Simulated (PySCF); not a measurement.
Simulated absorption spectrum

Species: C₆H₅F₂N.
SMILES: `C=CC/C(F)=C(/F)C#N`

Theory: TDDFT CAM-B3LYP/def2-SVPD, vertical, gas phase, core orbitals frozen in the response (PySCF 2.14.0, density-fitted response routines). Geometry: GFN2-xTB, one conformer, isolated molecule. Torsions of this conformer, `[CH2:1]=[CH:2][CH2:3]/[C:4]([F:5])=[C:6](/[F:7])[C:8]#[N:9]`: C1–C2–C3–C4 111°, C2–C3–C4–F5 79°.

Each state is given a Gaussian of 0.5 eV full width at half maximum, with ε(max) = 2.175×10⁸ f / Δν̃ (Δν̃ the width in cm⁻¹). The width is an assumption, not a result. The curve ends short of the highest state used, and states not computed would add to its high-energy end.

| λ (nm) | ε (L mol⁻¹ cm⁻¹) |
| --- | --- |
| 170.3 | 5169 |
| 171.8 | 4286 |
| 173.3 | 3401 |
| 174.8 | 2595 |
| 176.3 | 1930 |
| 177.8 | 1451 |
| 179.3 | 1190 |
| 180.8 | 1169 |
| 182.3 | 1396 |
| 183.8 | 1860 |
| 185.3 | 2525 |
| 186.8 | 3328 |
| 188.3 | 4189 |
| 189.8 | 5027 |
| 191.3 | 5787 |
| 192.8 | 6456 |
| 194.3 | 7071 |
| 195.8 | 7706 |
| 197.3 | 8444 |
| 198.8 | 9342 |
| 200.3 | 10405 |
| 201.8 | 11573 |
| 203.3 | 12725 |
| 204.8 | 13712 |
| 206.3 | 14384 |
| 207.8 | 14627 |
| 209.3 | 14387 |
| 210.8 | 13674 |
| 212.3 | 12561 |
| 213.8 | 11159 |
| 215.3 | 9597 |
| 216.8 | 8001 |
| 218.3 | 6475 |
| 219.8 | 5096 |
| 221.3 | 3906 |
| 222.8 | 2921 |
| 224.3 | 2136 |
| 225.8 | 1529 |
| 227.3 | 1074 |
| 228.8 | 742 |
| 230.3 | 504 |
| 231.8 | 338 |
| 233.3 | 224 |
| 234.8 | 147 |
| 236.3 | 96 |
| 237.8 | 62 |
| 239.3 | 40 |
| 240.8 | 25 |
| 242.3 | 16 |
| 243.8 | 10 |
| 245.3 | 6 |
| 246.8 | 4 |
| 248.3 | 2 |
| 249.8 | 1 |
| 251.3 | 1 |
| 252.8 | 1 |

Q: Locate the maxima and give the states behind the curve.

A: 208 nm (5.97 eV), ε about 15000, made up of S2 (96%) (ε in L mol⁻¹ cm⁻¹; maxima over ε = 5, shares over 10%). At its high-energy end, 7.28 eV, the curve is still rising (ε about 5200, from S4, S5, S6 and S7). The states used: S1 5.65 eV (f 0.0044); S2 5.95 eV (f 0.260); S3 6.42 eV (f 0.100); S4 7.21 eV (f 0.028); S5 7.31 eV (f 0.010); S6 7.45 eV (f 0.056); S7 7.59 eV (f 0.052); S8 7.88 eV (f 0.044).

Q: Coming from long wavelengths, where does ε first pass 100 L mol⁻¹ cm⁻¹?

A: At about 236 nm (5.25 eV), 0.40 eV below S1.

Q: What would ε be at 5.97 eV, the highest of these maxima, with half the width (0.25 eV)?

A: About 27600 L mol⁻¹ cm⁻¹ against 14600, a factor of about 1.9; a lone state at its own centre would give exactly 2.

Q: On this curve, what absorbance would a 10⁻⁵ mol/L sample give at 193 nm over a 1 cm path?

A: 193 nm is 6.424 eV, where ε is about 6500 L mol⁻¹ cm⁻¹, so A = ε c l ≈ 0.065 (Beer–Lambert, with the gas-phase spectrum and the assumed width).
